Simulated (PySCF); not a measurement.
**Dipole response of Zr+ (zirconium, charge +1)**

[Kr] 4d2 5s1, high-spin 4F determinant. All numbers are calculated (PySCF 2.14, scalar relativity through the core potential, in aug-cc-pwCVDZ-PP with ECP28MDF (6s6p5d3f, 70 functions)). Coupled (time-dependent) response in atomic units; α is the mean over directions. A double-zeta set is small for polarisabilities.

| method | mean α (bohr³) | α xx, yy, zz | C₆ (like pair) | S(−4) |
| --- | --- | --- | --- | --- |
| UHF | 78.48 | 78.48, 78.48, 78.48 | 714.4 | 4324 |
| PBE | 57.02 | 57.02, 57.02, 57.02 | 484.3 | 1998 |
| PBE0 | 60.91 | 60.91, 60.91, 60.91 | 522.9 | 2359 |
| r2SCANh | 61.56 | 61.58, 61.58, 61.51 | 542.7 | 2314 |
| B97-3 | 61.56 | 61.56, 61.56, 61.56 | 528.8 | 2427 |

S(−4) is the Cauchy moment in α(ω) = α(0) + S(−4) ω² + …

Spin-orbit coupling is absent.

α(iu) at UHF:

| u (hartree) | α(iu) (bohr³) |
| --- | --- |
| 0 | 78.48 |
| 0.0500 | 69.16 |
| 0.100 | 51.96 |
| 0.200 | 28.56 |
| 0.300 | 18.21 |
| 0.500 | 10.18 |
| 0.750 | 6.456 |
| 1.00 | 4.633 |
| 1.50 | 2.779 |
| 2.00 | 1.844 |
| 3.00 | 0.9633 |
| 5.00 | 0.3870 |

A single London oscillator, α(iu) = α/(1 + u²/ω²), gives C₆ = (3/4) ω α². Matching the computed C₆ needs ω = 4 × 714.4 / (3 × 78.48²) = 0.155 hartree.

For an ion, C₆ is the dispersion term alone; charge-induced terms of lower order in 1/R come first.

The components differ because the open shell of this determinant is not spherical; for a pure term their mean is the scalar polarisability.

Energies and moments cover only the electrons outside the core potential.
